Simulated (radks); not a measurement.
Values are calculated unless marked as measured or tabulated.
Task: Numerical settings for the molybdenum ion Mo3+, [Kr] 4d3. Level of theory: scalar-relativistic Kohn-Sham, PBE, spin-unpolarised, spherical densities, finite nucleus; Fermi nuclear charge, rms radius 4.4091 fm (a radial shooting solver on a logarithmic mesh with Libxc functionals). The defaults (mesh step 0.008 in ln r, mesh end at 40 bohr or more with all orbitals vanishing there, Anderson mixing 0.5 over 9 steps, residual threshold near 1e-9 with the energy settled to 1e-9 hartree or 1e-11 of itself, here a cap of 85 iterations) give E = -4046.7581 hartree and 4d at -32.906 eV in 15 iterations. Run on one thread of a shared host, so times are rough (Arm Neoverse V1): 0.1 s of CPU time, 0.1 s wall, 15 iterations on 2189 mesh points. One setting is changed at a time: mesh step in ln r 0.08; mesh step in ln r 0.05; mesh step in ln r 0.03; mesh end (bohr) 400; mesh end (bohr) 2; residual threshold 1e-05; residual threshold 0.001; mixing 1.5; linear mixing, mixing 0.8; linear mixing, mixing 1; mixing history 20; iteration cap 8. Which runs fail to converge, and which converge to a wrong energy?

Result: Not converged within the cap: mesh step in ln r 0.08; linear mixing, mixing 0.8; linear mixing, mixing 1; iteration cap 8. Settled on a wrong energy, with an occupied level pushed above zero by the early mesh end: mesh end (bohr) 2 (+4.91 hartree). Apart from these: no run marked as converged misses the energy by more than 1 mhartree.
